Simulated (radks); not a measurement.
The scandium ion Sc2+ inside a hard spherical wall (all orbitals vanish at R), configuration held at [Ar] 3d1 and not refilled when levels cross. Calculated with a radial shooting solver on a logarithmic mesh with Libxc functionals: scalar-relativistic Kohn-Sham, LDA (Slater exchange, VWN5 correlation), spin-polarised, spherical densities, finite nucleus; open shells are filled with parallel spins first; Fermi nuclear charge, rms radius 3.5459 fm. Eigenvalues in eV for spin up, with the zero of energy where the potential of the charges vanishes at infinity; a dash marks a level that is unbound or too diffuse for the functional's potential to be trusted. A positive occupied level is held by the wall or, in an anion where self-interaction has pushed it up, behind a barrier. The pressure on the wall is -dE/dV.

[
 {"R (bohr)": "free", "E (hartree)": "-761.59793", "kinetic (hartree)": "766.948", "e(2p)": "-403.64", "e(3s)": "-70.553", "e(3p)": "-49.360", "e(3d)": "-18.500", "e(4s, empty)": "-16.068", "e(4p, empty)": "-11.784", "pressure (GPa)": "0"},
 {"R (bohr)": "20", "E (hartree)": "-761.59793", "kinetic (hartree)": "766.948", "e(2p)": "-403.64", "e(3s)": "-70.553", "e(3p)": "-49.360", "e(3d)": "-18.500", "e(4s, empty)": "-16.068", "e(4p, empty)": "-11.784", "pressure (GPa)": "< 0.0001"},
 {"R (bohr)": "15", "E (hartree)": "-761.59793", "kinetic (hartree)": "766.948", "e(2p)": "-403.64", "e(3s)": "-70.553", "e(3p)": "-49.360", "e(3d)": "-18.500", "e(4s, empty)": "-16.068", "e(4p, empty)": "-11.784", "pressure (GPa)": "< 0.0001"},
 {"R (bohr)": "12", "E (hartree)": "-761.59793", "kinetic (hartree)": "766.948", "e(2p)": "-403.64", "e(3s)": "-70.553", "e(3p)": "-49.360", "e(3d)": "-18.500", "e(4s, empty)": "-16.068", "e(4p, empty)": "-11.783", "pressure (GPa)": "< 0.0001"},
 {"R (bohr)": "10", "E (hartree)": "-761.59793", "kinetic (hartree)": "766.948", "e(2p)": "-403.64", "e(3s)": "-70.553", "e(3p)": "-49.360", "e(3d)": "-18.500", "e(4s, empty)": "-16.068", "e(4p, empty)": "-11.778", "pressure (GPa)": "< 0.0001"},
 {"R (bohr)": "7", "E (hartree)": "-761.59785", "kinetic (hartree)": "766.949", "e(2p)": "-403.64", "e(3s)": "-70.546", "e(3p)": "-49.352", "e(3d)": "-18.492", "e(4s, empty)": "-15.994", "e(4p, empty)": "-11.526", "pressure (GPa)": "0.00712"},
 {"R (bohr)": "3.5", "E (hartree)": "-761.54170", "kinetic (hartree)": "767.322", "e(2p)": "-401.85", "e(3s)": "-69.277", "e(3p)": "-48.085", "e(3d)": "-16.456", "e(4s, empty)": "-5.371", "e(4p, empty)": "3.158", "pressure (GPa)": "23.7"},
 {"R (bohr)": "2.5", "E (hartree)": "-760.92747", "kinetic (hartree)": "770.828", "e(2p)": "-392.91", "e(3s)": "-63.264", "e(3p)": "-41.484", "e(3d)": "-7.430", "e(4s, empty)": "31.893", "e(4p, empty)": "44.567", "pressure (GPa)": "684"},
 {"R (bohr)": "2", "E (hartree)": "-758.85106", "kinetic (hartree)": "780.181", "e(2p)": "-375.38", "e(3s)": "-49.965", "e(3p)": "-26.720", "e(3d)": "9.682", "e(4s, empty)": "96.737", "e(4p, empty)": "110.70", "pressure (GPa)": "4680"},
 {"R (bohr)": "1.5", "E (hartree)": "-749.14858", "kinetic (hartree)": "813.499", "e(2p)": "-329.83", "e(3s)": "-2.546", "e(3p)": "23.495", "e(3d)": "58.870", "e(4s, empty)": "283.30", "e(4p, empty)": "290.50", "pressure (GPa)": "40900"}
]
